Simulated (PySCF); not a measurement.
## cyclo[30]carbon `c1c#cc#cc#cc#cc#cc#cc#cc#cc#cc#cc#cc#cc#cc#cc#1` (charge 0, multiplicity 1)

Method: PySCF with CAM-B3LYP-D3(BJ)/def2-SVP.

- HOMO: -7.67 eV
- dipole moment: 0.01 D
- LUMO: -2.70 eV
- HOMO–LUMO gap: 4.97 eV
- vertical electron affinity (Delta-SCF): 2.43 eV
- total energy: -1140.8185 Ha
- cost: about 100 core-minutes (a rough figure)

```xyz
30

C     -6.0344     1.2804    -0.0016
C     -5.6063     2.5693    -0.0021
C     -4.9879     3.6277    -0.0025
C     -4.0751     4.6334    -0.0026
C     -3.0814     5.3512    -0.0022
C     -1.8394     5.9007    -0.0014
C     -0.6395     6.1515    -0.0003
C      0.7187     6.1478     0.0011
C      1.9164     5.8871     0.0024
C      3.1547     5.3291     0.0038
C      4.1411     4.6013     0.0049
C      5.0432     3.5860     0.0056
C      5.6458     2.5185     0.0057
C      6.0559     1.2237     0.0054
C      6.1728     0.0035     0.0046
C      6.0218    -1.3462     0.0035
C      5.6348    -2.5094     0.0020
C      4.9501    -3.6823     0.0005
C      4.1255    -4.5893    -0.0011
C      3.0243    -5.3842    -0.0025
C      1.9023    -5.8779    -0.0035
C      0.5734    -6.1581    -0.0039
C     -0.6524    -6.1522    -0.0040
C     -1.9801    -5.8663    -0.0034
C     -3.0973    -5.3617    -0.0028
C     -4.1917    -4.5575    -0.0019
C     -5.0048    -3.6402    -0.0013
C     -5.6746    -2.4586    -0.0008
C     -6.0425    -1.2893    -0.0008
C     -6.1733     0.0625    -0.0010
```
